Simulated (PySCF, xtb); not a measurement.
BrH₂NOSW, SMILES [NH]=[W](=[S])([Br])[OH], multiplicity 1. The values are those of a single conformer.

Harmonic wavenumbers (cm⁻¹) from GFN2-xTB run with xtb 6.7.1 at its own minimum, in rising order: 102, 119, 148, 164, 193, 244, 406, 486, 492, 538, 556, 643, 918, 3336, 3526.

Q: What does PBE-D3(BJ)/def2-SVP run with PySCF 2.14.0 give at its own minimum? (Estimate from the structure and the level; the computed values follow.)

A: 110, 135, 180, 217, 243, 273, 333, 511, 549, 587, 645, 719, 977, 3523, 3741. Paired by order, the mean absolute difference is 68 cm⁻¹ and the zero-point energies are 17.0 and 18.2 kcal/mol.
